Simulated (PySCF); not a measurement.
Gas-phase XPS of Ge(NH2)2H2, computed

Compound: Ge(NH2)2H2.
Geometry (PBE0-D3(BJ)/def2-SVP, Å), atoms numbered from 1 in this order:
```
atom  x, y, z in Å
Ge1   -0.5608    0.0088   -0.3989
N2    -0.7225   -0.0012    1.4342
H3    -0.3098    0.7944    1.9139
H4    -0.4071   -0.8532    1.8905
N5     1.1191   -0.0035   -1.1485
H6     1.6905   -0.8162   -0.9335
H7     1.6724    0.8340   -0.9885
H8    -1.2226    1.3071   -0.8846
H9    -1.2592   -1.2702   -0.8846
```

Method: delta-SCF UKS SCAN, pcX-2 on the ionised atom, pcseg-1 elsewhere, spin-free X2C (PySCF). Binding energies are ΔSCF values: E(core-ionised, relaxed orbitals) − E(ground state) at a fixed geometry, referred to the vacuum level.

Q: Give the core binding energies atom by atom.

A: 
| atom(s) | environment | level | binding energy (eV) | count |
| --- | --- | --- | --- | --- |
| N2/N5 | nitrogen bonded to Ge and 2 H | N 1s | 404.29 | 2 |

Q: Give the binding energy of N 1s of N2 (atom 2)/N5 in hartree and in kJ/mol.

A: 404.29 eV = 14.8574 Eh = 39008 kJ/mol.

Q: Which photon energy gives electrons from N 1s of N2/N5 a kinetic energy of 50 eV, and what is their de Broglie wavelength?

A: hν = 404.29 + 50 = 454.29 eV, recoil neglected; λ = 12.264 Å/√(E/eV) = 1.73 Å.

Atoms equivalent by their bonding share one computed value, that of the first of them. No level of germanium is listed. The structure is a single PBE0-D3(BJ)/def2-SVP conformer in the gas phase; no vibrational or solvent corrections.
